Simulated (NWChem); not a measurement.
System: C4H4ClF; SMILES F/C=C\C=C/Cl

The following NWChem deck was run.

```
start job
memory heap 200 mb stack 900 mb global 1100 mb
geometry units angstroms noautoz
  F     -0.288583    -2.967342     0.000000
  C      0.732732    -2.116820     0.000000
  C      0.561533    -0.789905     0.000000
  C     -0.730851    -0.141143     0.000000
  C     -0.949090     1.182709     0.000000
  Cl     0.303003     2.369532     0.000000
  H      1.703506    -2.619561     0.000000
  H      1.460539    -0.169574     0.000000
  H     -1.618236    -0.780555     0.000000
  H     -1.952334     1.612222     0.000000
end
basis spherical
  * library 6-31g*
end
dft
  xc xpbe96 cpbe96
  iterations 150
end
tddft
  cis
  nroots 6
  notriplet
end
task tddft energy
```

Geometry: optimised at PBE0/def2-SVP.

Vertical excitations in the gas phase.

**Question.** What results follow from this input? (PBE/6-31G* (spherical d), TDA.) Quantities: basis functions; lowest excitation, singlet (eV); oscillator strength of that lowest state; lowest state with f > 0.02, singlet (eV); oscillator strength of that bright state; orbital gap (eV).

**Answer.** The number of basis functions comes out as 96 and the lowest excitation, singlet (eV) comes out as 5.67. The oscillator strength of that lowest state is 0.623 and the lowest state with f > 0.02, singlet (eV) is 5.67. The oscillator strength of that bright state is 0.623 and the orbital gap (eV) comes out as 3.67.
